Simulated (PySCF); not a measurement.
Computed shifts of a molecule C2H7NSi2, PySCF with PBE0/pcSseg-1, GIAO, gas phase, equivalent atoms averaged, in ppm (number of nuclei): ¹⁵N: 307.6 (1). ¹³C: 124.3 (1), -0.1 (1). ²⁹Si: -62.0 (1), -107.7 (1). ¹H: 4.46 (1), 4.29 (1), 3.95 (3), 2.16 (1), 1.76 (1). References: ¹⁵N against NH3 (σ = 267.4 ppm); ¹³C against TMS (σ = 186.3 ppm); ²⁹Si against TMS (σ = 352.7 ppm); ¹H against TMS (σ = 31.56 ppm), references at their B3LYP-D3(BJ)/def2-TZVP geometries, non-relativistic. Geometry optimised at B3LYP-D3(BJ)/def2-SVP. Other conformers were not sampled.

Q: Which molecule gave these data?
A) N#CC[SiH2][SiH3]
B) C1=N[SiH2]C[SiH2]1
C) N[SiH2]C#C[SiH3]
D) [SiH3]C1=NC[SiH2]1

A: A, N#CC[SiH2][SiH3]
